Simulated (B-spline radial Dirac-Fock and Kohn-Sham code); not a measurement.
# Elastic and transport cross sections of nickel for electrons

Calculated with an atomic code on a B-spline grid, using relativistic (Dirac) partial waves in the static field of the Dirac-Fock atom with Furness-McCarthy exchange, without polarisation or absorption potentials. Below a few hundred eV the neglected polarisation potential matters, most of all at small angles. σ_tr1 and σ_tr2 weight the cross section with 1 − P₁ and 1 − P₂ of cos θ; "backward" is the share scattered beyond 90°.

```tsv
energy (eV)	σ (a₀²)	σ_tr1 (a₀²)	σ_tr2 (a₀²)	σ/σ_tr1	backward (%)
50	10.8	5.96	7.35	1.81	24
55.3	11.4	6.19	7.87	1.84	25
65.1	12.3	6.55	8.46	1.87	26
95.9	13.6	7.06	8.36	1.93	28
100	13.7	7.07	8.23	1.94	28
107	13.8	7.07	7.98	1.95	28
112	13.8	7.06	7.79	1.96	28
115	13.8	7.04	7.68	1.96	28
132	13.7	6.90	6.99	1.99	27
155	?	?	?	?	?
158	13.3	6.55	6.00	2.04	26
200	12.5	5.86	4.77	2.14	24
214	12.2	5.63	4.46	2.17	23
218	12.1	5.56	4.37	2.18	23
233	11.8	5.32	4.09	2.23	22
```

**Question.** Fill in the row for 155 eV.

**Answer.** σ = 13.4 a₀², σ_tr1 = 6.59 a₀², σ_tr2 = 6.11 a₀², σ/σ_tr1 = 2.03, backward 26 %. The ratio σ/σ_tr1 is roughly the number of elastic collisions that randomise the direction.
